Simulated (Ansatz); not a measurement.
scandium atom (Sc), doublet; PBE/STO-3G in Ansatz (an electronic-structure program).

Ansatz was given this input:
Ansatz 0.2 input:
```yaml
crystal:
  periodic: [false, false, false]
  atoms:
    - {symbol: Sc, position_ang: [0.00000000, 0.00000000, 0.00000000]}
basis:
  gaussian:
    orbitals: STO-3G
hamiltonian:
  xc: pbe
magnetization: {spin_polarized: true, initial_magnetization: 1}
```

What the program printed (banner, timings and long lists left out):

```
Functional definition: PBE
121 factors; integrals over basis functions are off by at most 4.3e-5 eV
mean field evaluation 1: about -20477.7439 eV, gradient 9.4e-1 eV
mean field evaluation 2: about -20477.7956 eV, gradient 3.4e-1 eV
mean field evaluation 4: about -20477.8068 eV, gradient 2.1e-1 eV
mean field evaluation 8: about -20477.8175 eV, gradient 2.2e-2 eV
mean field evaluation 16: about -20477.8176 eV, gradient 3.0e-4 eV
mean field evaluation 32: about -20477.6495 eV, gradient 1.6e0 eV
mean field evaluation 64: about -20477.8002 eV, gradient 1.5e-1 eV
mean field evaluation 96: about -20477.5426 eV, gradient 2.9e-1 eV
mean field evaluation 128: about -20477.5501 eV, gradient 2.1e0 eV
mean field evaluation 160: about -20477.8170 eV, gradient 1.4e-1 eV
mean field evaluation 192: about -20477.7237 eV, gradient 1.3e0 eV
mean field -20477.81762072 eV, -752.5459171980 hartree, gradient 1.7e-6 eV, S^2 0.778407; 15 other end points of the search recorded, 0 dependent functions left out
reference -20477.81764887 eV, -752.5459182326 hartree; 11, 10 occupied and 7, 8 virtual orbitals, 121 factors
Total energy: -20477.81764887 eV, -752.5459182326 hartree
```
